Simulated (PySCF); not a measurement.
# Radial density of Ta (tantalum, neutral)

UHF, [Xe] 4f14 5d3 6s1 6p1, one real determinant (an excited configuration). Computed with PySCF 2.14 in x2c-TZVPPall, with scalar relativity by spin-free X2C-1e.

```tsv
r (bohr)	4πr²ρ (e/bohr)	4πr²(ρα − ρβ)
0.0139	100.6	0.0005
0.0234	87.49	-0.0019
0.0394	112.7	0.0078
0.0663	129.4	0.0542
0.112	103.2	0.1220
0.188	113.4	0.0009
0.316	61.30	0.1144
0.531	62.65	0.0334
0.893	20.25	0.4255
1.50	7.813	1.6548
2.53	1.726	1.4309
4.25	0.6136	0.6121
7.15	0.06738	0.0674
12.0	0.0003851	0.0004
```

Densities and radii are taken from the X2C orbitals without a picture-change correction, which distorts them close to the nucleus.

⟨L²⟩ = 14.00 against 20 for a pure G term, so this real determinant mixes terms. Spin-orbit coupling, absent here, splits the open shell strongly.
